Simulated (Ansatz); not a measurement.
Reaction (redistribution): `CN[SiH](N)O` + `[OH][GeH2][SH]` → `N[SiH](O)S` + `C[NH][GeH2][OH]`

Isolated molecules relaxed with PBE0-D4/def2-TZVP in Ansatz; ΔE leaves out vibrations. CBS: MP2 limit from def2 TZ/QZ plus the TZ coupled-cluster correction, frozen cores. DFT in def2-TZVPP. For Ge outer-core shells are correlated without core-valence functions, which leaves a few kJ/mol of doubt a bond. Scalar relativity is left out up to krypton. One conformer a species, not always the lowest.

```json
{"level": "r2SCAN", "ΔE (eV)": "0.47"}
{"level": "HF/def2-TZVPP", "ΔE (eV)": "0.49"}
```

Question: What does CCSD(T)/CBS give? (Best estimate.)

Answer: Ansatz gave: +0.43 eV. The listed levels differ from it by 0.04, 0.06 eV.

Largest T1 diagnostic among the species: 0.012.

In def2-TZVPP, CCSD(T) changes the Hartree–Fock value by −0.06 eV (the triples alone add −0.01 eV) and MP2 by −0.07 eV.
